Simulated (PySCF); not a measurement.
BeF2, triplet, at a GFN2-xTB geometry (such geometries of metal compounds can be far from the true shape) (a higher spin typed on purpose: for a closed-shell molecule this is an excited state); B3LYP/6-31G (PySCF).

The PySCF input:
```python
from pyscf import gto, scf, dft

mol = gto.Mole()
mol.atom = '''
    Be   -0.339317    0.411648   -0.785510
    F     1.035833   -0.108835   -0.249415
    F    -0.885025   -0.074120    0.598531
'''
mol.basis = '6-31g'
mol.charge = 0
mol.spin = 2
mol.verbose = 3
mol.build()

mf = dft.UKS(mol)
mf.xc = 'b3lyp'
mf.kernel()
```

**Question.** What does PySCF print? Leave out banner, timings and long lists.

**Answer.** 
```
converged SCF energy = -214.332007595512  <S^2> = 2.003539  2S+1 = 3.0023584
```
